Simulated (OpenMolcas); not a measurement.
F³⁺: CASPT2 settings compared

```
Program             : OpenMolcas 26.06
Basis               : ANO-RCC-VTZP [4s3p2d1f]
Scalar Hamiltonian  : DKH3, point nucleus
Active space        : 4 electrons in 8 orbitals (2s 2p 3s 3p)
State averaging     : 2S+1 = 3 even, 3 roots; 2S+1 = 1 even, 6 roots kept (CI in the orbitals of an earlier block); 2S+1 = 5 odd, 1 root; 2S+1 = 3 odd, 8 roots kept (CI in the orbitals of an earlier block)
Spin-orbit coupling : RASSI with atomic mean-field integrals over the reference wave functions, term energies averaged over their components
```

Methods on the same reference wave functions:
A. CASSCF
B. SS-CASPT2, IPEA 0.75 Eh, imaginary shift 0.15 Eh (closed shells correlated: none)
C. SS-CASPT2, IPEA 0.3 Eh, real shift 0.25 Eh (closed shells correlated: 1s)
D. SS-CASPT2, IPEA 0.2 Eh, sigma2 regulariser 0.2 Eh (closed shells correlated: none)

Energies in cm-1 above 2s2 2p2 3P0, the measured ground level; measured values from Moore, Atomic Energy Levels, vol. I, NSRDS-NBS 35 (1971 reprint of NBS Circular 467, 1949).

```
       Level       A       B       C       D  Measured
 2s2 2p2 3P0     0.0     0.0     0.0     0.0       0.0
 2s2 2p2 3P1     223     223     223     223       225
 2s2 2p2 3P2     651     650     650     650       613
 2s2 2p2 1D2   28015   25870   25990   25990     25241
 2s2 2p2 1S0   49918   53700   54050   53980     53544
2s 2p3 5S* 2   65118   72650   72670   72970          
2s 2p3 3D* 1  151554  148240  147720  147930    147902
2s 2p3 3D* 2  151560  148250  147720  147940    147889
2s 2p3 3D* 3  151578  148270  147740  147960    147842
2s 2p3 3P* 0  176706  176330  176070  176340          
2s 2p3 3P* 1  176719  176350  176080  176350    175242
2s 2p3 3P* 2  176742  176370  176100  176370    175237
```

Deviations, from unrounded energies. A percentage is the sum of absolute deviations over the sum of measured energies, with the sign that they share, or ± where signs differ.

| Against measurement | Levels | A | B | C | D |
| --- | --- | --- | --- | --- | --- |
| mean absolute deviation (cm-1) | 9 | 2300 | 470 | 380 | 410 |
| fine structure of the ground term (%) | 2 | ±4.8 | ±4.7 | ±4.7 | ±4.7 |
| other terms of the ground configuration (%) | 2 | ±8.1 | +1.0 | +1.6 | +1.5 |
| other configurations (%) | 5 | +1.8 | +0.4 | ±0.3 | +0.3 |

C, D lie about equally close to measurement and A furthest from it. The largest miss of C in the table is 2s 2p3 3P* 2, by +870 cm-1. The ranking rests on the paired levels alone, and a cruder setting can come out closer through cancelling errors.

Among B to D the level of the table that moves most is 2s 2p3 3D* 3, by 530 cm-1 (lowest in C, highest in B). Moves below CASPT2's spread within the term are not significant.

The two smallest mean deviations differ by little beside CASPT2's spread within terms, so their order carries little weight.

From A to B the spin-free energies of the other terms of 2s2 2p2 shown, above 3P, scale by factors of 0.92 to 1.08.

The lowest spin-free term lies below A's lowest term by 0.052 hartree in B, 0.057 hartree in C, 0.054 hartree in D.

CASPT2 breaks the degeneracy within a term, and the mean is taken; among the terms shown or strongly mixed into the levels shown the widest spread is 56 cm-1 (2s 2p3 3D*, B). Terms from blocks run as CI alone lack orbitals of their own. Active for correlation alone: 3p 3s; no level in the range computed is led by a configuration that fills them, so any true level of that kind is missing. Measured partners are found by configuration, term and J. A level has none where our copy of the source lacks it or the pairing is in doubt (some pairs that miss far off the trend of their configuration count as doubtful), and it then counts in no deviation. Only configurations of the active space appear.

* marks odd parity.
